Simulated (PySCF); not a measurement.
HP2, SMILES P#[PH+], charge +1.

Geometry optimised at TPSSh-D3(BJ)/def2-TZVPD. The isomer is the one that the SMILES or the coordinates give; other isomers of the formula were not compared.

Calculation: TDA-B3LYP/def2-TZVPD (PySCF).

Vertical excitations; the highest root listed may be one member of a degenerate set. Gas-phase values at a fixed geometry. State labels are in the subgroup C2v.

Computed excitation energies, oscillator strengths and character:
| state | symmetry | energy (eV) | λ (nm) | f | main pairs |
|---|---|---|---|---|---|
| S1 | A2 | 3.66 | 339 | 0.000 | HOMO→LUMO 50 %, HOMO−1→LUMO+1 50 % |
| S2 | A1 | 3.96 | 313 | 0.000 | HOMO−1→LUMO, HOMO→LUMO+1 (degenerate set) |
| S3 | A2 | 3.96 | 313 | 0.000 | HOMO−1→LUMO+1, HOMO→LUMO (degenerate set) |
| S4 | B2 | 5.03 | 247 | 0.019 | HOMO→LUMO+2 (degenerate set) |
| S5 | B1 | 5.03 | 247 | 0.019 | HOMO−1→LUMO+2 (degenerate set) |
| S6 | A1 | 6.40 | 194 | 0.039 | HOMO−2→LUMO+2 52 %, HOMO→LUMO+1 23 %, HOMO−1→LUMO 23 % |
| S7 | B2 | 6.49 | 191 | 0.016 | HOMO−2→LUMO+1 (degenerate set) |
| S8 | B1 | 6.49 | 191 | 0.016 | HOMO−2→LUMO (degenerate set) |
| S9 | B2 | 9.20 | 135 | 0.151 | HOMO→LUMO+3 (degenerate set) |
| S10 | B1 | 9.20 | 135 | 0.151 | HOMO−1→LUMO+3 (degenerate set) |
| T1 | A1 | 2.64 | 469 | 0 | HOMO−1→LUMO 50 %, HOMO→LUMO+1 50 % |
| T2 | A1 | 3.04 | 408 | 0 | HOMO→LUMO+1, HOMO−1→LUMO (degenerate set) |
| T3 | A2 | 3.04 | 408 | 0 | HOMO→LUMO, HOMO−1→LUMO+1 (degenerate set) |
| T4 | A2 | 3.66 | 339 | 0 | HOMO−1→LUMO+1 50 %, HOMO→LUMO 50 % |
Triplets are in the Tamm–Dancoff approximation.
